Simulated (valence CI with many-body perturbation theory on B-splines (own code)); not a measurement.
Values are calculated unless marked as measured or tabulated.
## Basis-set convergence for Pr⁴⁴⁺

Method: valence CI with perturbative core correlation (CI+MBPT): five valence electrons over a frozen Dirac-Fock core [Ne], a basis of 9 s, 9 p, 8 d, 6 f, 3 g, 1 h functions for each j, with the one-electron correlation potential Σ1 (screened to all orders), the two-electron term Σ2, the three-electron term Σ3, Breit, model QED; selected single and double excitations, second order for the rest, scaled by the run's own slope (own B-spline code, finite nucleus).

The last digits are not significant, and no measured levels were compared; by estimate large intervals hold to a few tenths of a per cent, small ones and those within an open d or f shell to about a per cent. Among the levels kept, up to 1200 cm⁻¹ of a level comes from second order outside the variational space, and about a tenth of that is noise between levels of different J, which matters for small intervals.

The reference run has the lowest level (3s^2 3p1/2^2 3p3/2) J=3/2 and an ionisation energy of 3514.72 eV. Its largest variational space holds 20000 state functions.

Levels are named by their leading jj configuration (3d3/2^4 stands for four electrons in 3d with j = 3/2), which in mixed levels can hold well under half, so a name can repeat and another be missing. Letters in brackets count levels of one name in rising energy.

Changed runs:
A. basis 6 s, 6 p, 5 d, 3 f, 1 g
B. basis 5 s, 5 p, 4 d, 2 f

Excitation energies of the reference run in cm⁻¹, and shifts in cm⁻¹:

```csv
Level,Reference,A,B
(3s^2 3p1/2 3p3/2^2) J=3/2,896290,-114,-355
(3s^2 3p1/2 3p3/2^2) J=5/2,969992,+27,+146
(3s^2 3p1/2 3p3/2^2) J=1/2,1061410,+71,+291
(3s^2 3p1/2^2 3d3/2) J=3/2,1378590,+313,+704
(3s^2 3p1/2^2 3d5/2) J=5/2,1652200,+278,+575
(3s 3p1/2^2 3p3/2^2) J=5/2,1903090,-15,-25
(3s^2 3p3/2^3) J=3/2,1968620,-23,-1.6
(3s 3p1/2^2 3p3/2^2) J=1/2,2070400,-6.3,+26
(3s 3p1/2^2 3p3/2^2) J=3/2,2073270,+17,-7.8
(3s^2 3p1/2 3p3/2 3d3/2) J=5/2 [a],2266860,+217,+377
(3s^2 3p1/2 3p3/2 3d3/2) J=3/2 [a],2279320,+161,+250
(3s^2 3p1/2 3p3/2 3d3/2) J=1/2 [a],2282610,+126,+123
Ionisation energy (eV),3514.72,-0.041,-0.14
```
